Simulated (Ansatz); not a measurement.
The Se1–H2 bond of H2OSe (SMILES O[SeH]) is stretched (multiplicity 1, the rest rigid).
Geometry at rest (charge 0, multiplicity 1):
```xyz
4

Se    -0.24233    -0.06338     0.28132
H     -1.32816    -0.38741    -0.67321
O      1.06518     0.17874    -0.96080
H      1.04608     1.11225    -1.20510
```

Correlated levels freeze the cores. Filled d and f shells under p-block atoms count as core.

Codes used: Ansatz (a program for electronic structure). Values without a source in brackets are computed.

Energies above the point at 1.482 Å (the B3LYP-D3(BJ) bond length), FIC-MRCISD+Q on CASSCF(4,3)/cc-pVTZ (kcal/mol): 6.27 at 1.333 Å; 4.35 at 1.630 Å; 74.71 at 4.741 Å.

### Question
Take the last value as the depth D of a Morse curve D(1 − e^(−a(R − R₀)))², fit a and R₀ to the two near points, and test it at 2.000 and 2.593 Å.

### Answer

With D = 74.7, both near points (counted from the curve's value at 1.482 Å) are met by a = 1.79 Å⁻¹ and R₀ = 1.476 Å, so k = 2Da² = 480 kcal/(mol Å²). The curve then gives 27.7 and 55.9 kcal/mol; the level itself gives 29.3 and 60.8, so Morse is off by -1.6 and -4.9.

Doubts at one or more of the structures used: active orbitals that take no part (FIC-MRCISD+Q on CASSCF(4,3)/cc-pVTZ).
